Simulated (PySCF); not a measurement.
Start geometry of `[H][Ti]([H])[H]` [radical] from GFN2-xTB (Å):
```
atom  x, y, z in Å
Ti1   -0.0001    0.0001    0.0001
H2     1.6946   -0.0280    0.0130
H3    -0.8231    1.4819   -0.0176
H4    -0.8713   -1.4540    0.0045
```

**Question.** What comes out of this run: PySCF, PBE0-D3(BJ)/def2-SVP geometry optimisation, gas phase?

**Answer.** 
```
atom  x, y, z in Å
Ti1   -0.0001    0.0000    0.0002
H2     1.7255   -0.0287    0.0133
H3    -0.8379    1.5089   -0.0181
H4    -0.8876   -1.4802    0.0046
```

The energy falls by 1.5 kJ/mol over 3 energy and gradient evaluations, the largest force component goes from 0.0066 to 2.3e-05 Eh/bohr, and the atoms move by 0.027 Å rms after alignment. Among the bonds, Ti1–H2, Ti1–H3 and Ti1–H4 change most and about equally (+0.031 Å). Bonds longer at the end by more than 0.005 Å: 3 of 3; shorter: 0. Rotational constants go from 116385, 116318, 58176 to 112242, 112206, 56112 MHz. The orientation of the end geometry is arbitrary; only internal coordinates are fixed.

The run used 46 basis functions and 20 SCF cycles in all. Hardware: one thread of an Arm Neoverse V1, no GPU, shared host. Cost: 2.7 s of wall time.

PBE0-D3(BJ)/def2-SVP frequencies: not computed here. ⟨S²⟩ = 0.767 (exact for a doublet: 0.75).

For an open-shell metal species like this, the optimisation's SCF solution wasn't tested for stability and no frequencies at its level were run, so a lower state or another shape may exist.
